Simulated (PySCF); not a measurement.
SMILES C[CH2][GeH3], singlet (GFN2-xTB optimised geometry):

```
11

C      1.692    -0.791     0.000
C      0.169    -0.791     0.000
Ge    -0.586     1.033     0.000
H      2.075    -0.278     0.881
H      2.075    -0.278    -0.881
H      2.082    -1.808     0.000
H     -0.200    -1.328    -0.876
H     -0.200    -1.328     0.876
H     -0.146     1.808     1.201
H     -2.082     1.016     0.000
H     -0.147     1.807    -1.201
```

Calculation: PySCF with PBE0/def2-TZVP.

Question: What are the frontier orbital energies and the dipole moment?

Answer: HOMO-2 -9.26 eV, HOMO-1 -9.21 eV, HOMO -8.33 eV, LUMO 0.87 eV, LUMO+1 1.75 eV; dipole moment 0.84 D.

On the same geometry PySCF with PBE/def2-TZVP gives HOMO-2 -7.94 eV, HOMO-1 -7.88 eV, HOMO -7.10 eV, LUMO 0.09 eV, LUMO+1 0.85 eV; dipole moment 0.86 D.

Meta-Löwdin charges at PBE0/def2-TZVP: C1 -0.34, C2 -0.39, Ge3 0.35, H4 0.11, H5 0.11, H6 0.12, H7 0.12, H8 0.12, H9 -0.07, H10 -0.07, H11 -0.07.
